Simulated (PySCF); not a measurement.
# What a mistake does to a calculation on AlBC2H5 cation

All numbers below are calculated, not measured. The program is PySCF 2.14.0, an open-source quantum chemistry code, run on an isolated molecule that a program drew, which may never have been made. The molecule is AlBC2H5 cation (charge +1, singlet), drawn as the SMILES string `CC=[B][AlH+]`.

Each row is a Hartree-Fock (HF) and frozen-core CCSD(T) single point in the cc-pV(D+d)Z basis, meant for a local HF minimum. Run 1 is clean. Each other run has one planted mistake out of seven kinds, and not every kind appears here: one electron removed, one electron added, multiplicity raised by two, geometry at a saddle point, minimal basis STO-3G, one bond length entered in bohr, all coordinates scaled. The reference is restricted for singlets and unrestricted otherwise, and also for a bond in bohr. Adding or removing an electron swaps singlet and doublet. Electrons count all cores. HOMO and LUMO are orbital energies over both spins, the gradient is its largest component, and the lowest frequency (negative if imaginary) is given only where the gradient is small. Bond lengths are over the 8 bonds as drawn. T1 is the CCSD diagnostic: over 0.02 (restricted) or 0.045 (unrestricted) a single reference is doubtful.

Geometry of the clean run:
```xyz
9
AlBC2H5 cation, angstrom
C    -1.1108    0.2940   -1.2824
C    -0.1822    0.1999   -0.1043
B    -0.3087   -0.4970    1.1007
Al   -0.3799   -1.4607    2.8763
H    -1.3769    1.3392   -1.4510
H    -2.0220   -0.2846   -1.1463
H    -0.5966   -0.0608   -2.1776
H     0.7488    0.7655   -0.1926
H    -0.4306   -2.1950    4.2333
```

| run | electrons | basis functions | <S^2> | HOMO (eV) | LUMO (eV) | gradient (hartree/bohr) | lowest frequency (cm^-1) | mean bond (Å) | longest bond (Å) | T1 | HF (hartree) | CCSD(T) (hartree) | mistake |
|---|---|---|---|---|---|---|---|---|---|---|---|---|---|
| 1 | 34 | 90 | 0.000 | -13.28 | -5.24 | 1.8e-05 | 103 | 1.3538 | 2.021 | 0.0172 | -344.92290 | -345.37534 | no fault |
| 2 | 34 | 90 | 0.000 | -12.69 | -5.17 | 4.8e-02 | - | 1.4634 | 2.185 | 0.0196 | -344.87563 | -345.34512 | all coordinates scaled |
| 3 | 35 | 90 | 1.039 | -6.54 | 0.80 | 4.8e-02 | - | 1.3538 | 2.021 | 0.0432 | -345.14190 | -345.61022 | one electron added |
| 4 | 34 | 90 | 1.085 | -13.29 | -5.43 | 4.8e-02 | - | 1.4752 | 2.063 | 0.0642 | -344.80634 | -345.24346 | ? |

**Which mistake was planted in run 4, and what did it cost?**

The mean bond changes by a factor of 1.090 and the longest by 1.021, so the molecule wasn't scaled as a whole. A length L in bohr read as angstrom grows by (1/0.5292 - 1) L = 0.890 L. The 8 bonds together grew by 8 x 0.1214 = 0.971 Å, which gives L = 1.092 Å. That is the length of one of the C-H bonds, 1.092 Å in the clean geometry. So the mistake is: one bond length entered in bohr. Subtracting run 1 and multiplying by 627.51 kcal/mol a hartree, the energy moved by 73.1 kcal/mol in HF and 82.8 kcal/mol in CCSD(T).

Cautions from the logs. Run 4: T1 is over the limit, so its CCSD(T) energy is less reliable.
